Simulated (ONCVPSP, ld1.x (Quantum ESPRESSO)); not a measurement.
**Pseudopotentials across the periodic table**

Generated with ld1.x 7.5 (TM, RRKJ, ultrasoft, PAW), atompaw 4.2 or ONCVPSP 4.0.1. The cutoff is in Ry: for ld1.x and atompaw files where the sum of valence levels is converged to 10 mRy in a Bessel basis, for ONCV files where the hardest occupied wave has 1 mHa per electron of residual kinetic energy. The error is the largest all-electron minus pseudo excitation energy over each file’s own four to seven test configurations (ionisations up to +4, promotions, holes and added fractions of an electron), all of which were solved. The labels leave out finer settings (local radius, basis sizes, second energies), which also bear on the numbers. Spin-polarised tests are not counted. The rows are a selection from randomly drawn settings: files with unsolved tests, undetermined cutoffs or missed reference levels are left out.

A true bound ghost makes a file unfit for plane-wave use even where its test errors are small: the radial tests pick states by their node count and pass the ghost by.

| element | potential | cutoff (Ry) | largest error (meV) | bound ghosts |
| --- | --- | --- | --- | --- |
| B | ONCV, PBE, non-relativistic, rc 1.30/2.50/2.10 (spd), local smoothed, core correction yes, reference 2s2 2p0.5, qcut 6.2/5.5/3.9, projectors 2/3/3 | 26 | +85 | none |
| P | TM, Wu–Cohen, scalar-relativistic, rc 1.52/1.52/1.24 (spd), local s, core correction yes, reference 3s2 3p1 | 35 | +27 | none |
| Mn | ONCV, PBE, scalar-relativistic, rc 1.25/1.40/1.05 (spd), local smoothed, core correction yes, reference 3s2 3p6 3d5 4s1, qcut 9.1/9.1/15.1, projectors 2/2/2 | 165 | +1.3 | none |
| Br | TM semilocal, LDA (PZ), scalar-relativistic, rc 1.45/1.55/1.40 (spd), local s, core correction yes, reference 4s1 4p6 | 40 | -24 | none |
| Mo | ONCV, PBE, scalar-relativistic, rc 1.65/1.85/2.25 (spd), local smoothed, core correction no, reference 4s2 4p6 4d5, qcut 9.5/7/6.8, projectors 2/2/3 | 52 | -83 | none |
| Sn | TM, LDA (PZ), fully relativistic, rc 2.15/2.10/2.10 (spd), local smoothed, core correction yes, reference 5s2 5p2 | 21 | -336 | d3/2, d5/2, s |
| Pb | ultrasoft, LDA (PZ), scalar-relativistic, rc 1.15/1.85/1.30 (spd), local smoothed, core correction no, reference 5s2 5p6 5d10 6s2 6p2 | 70 | -106 | none |

Fill in the row for I: ONCV, PW91, scalar-relativistic, rc 1.55/1.65/0.85 (spd), local smoothed, core correction yes, reference 4d10 5s2 5p3, qcut 3.8/5.4/11.6, projectors 2/1/2.

cutoff 129 Ry, largest error +24 meV, bound ghosts: s, p.

Fill in the row for Mn: ONCV, PBE, fully relativistic, rc 1.15/1.25/0.95 (spd), local smoothed, core correction no, reference 3s2 3p6 3d5 4s2, qcut 10.5/13.1/9.7, projectors 2/2/1.

cutoff 364 Ry, largest error -28 meV, bound ghosts: none.
